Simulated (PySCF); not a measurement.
# Adding and removing an electron: HgH

UHF-CCSD(T); PySCF, scalar-relativistic core potentials, basis sets Hg def2-TZVP with ECP60, H def2-TZVP. Neutral (UHF): doublet (σ ↑), Re = 1.750 Å, ωe = 1345 cm⁻¹, De = 0.29 eV.

HgH⁺ (RHF): singlet (closed shell), Re = 1.596 Å, ωe = 2038 cm⁻¹, De = 2.57 eV to Hg⁺ + H. The energies at the minima are -153.48681 hartree for HgH and -153.19823 for HgH⁺.

(1) Work out the adiabatic ionisation energy, without and with harmonic zero-point energies (1 hartree = 27.2114 eV, 1 eV = 8065.5 cm⁻¹), and the change of the bond length.

Correlated steps freeze no core orbitals. Weak bonds: HgH. Basis-set superposition, not corrected here, can be much of De in a small basis, most of all at correlated wavefunction levels. Spin–orbit coupling is left out. For an ion De counts to the pair picked by the measured ionisation energies or electron affinities, which need not be the lowest pair at this level. Where the molecule has an RHF reference, its open-shell atoms are computed with UHF. The CCSD T1 diagnostic is raised in HgH⁺, a sign that a single reference may not be enough there. States were picked by a PBE0 search and need not be the measured ground states.

Neutral and ion stand on different kinds of reference determinant, which adds to the error of the difference.

Answers

(1) At CCSD(T): 0.28858 hartree = 7.853 eV between the minima; the zero-point term (2038.0 − 1345.0)/2 cm⁻¹ = +0.043 eV makes it 7.896 eV. Re changes by -15.4 pm against the neutral. The electron leaves a σ orbital, and the shorter bond of the ion fits an antibonding orbital, or a change in how ionic the bond is.
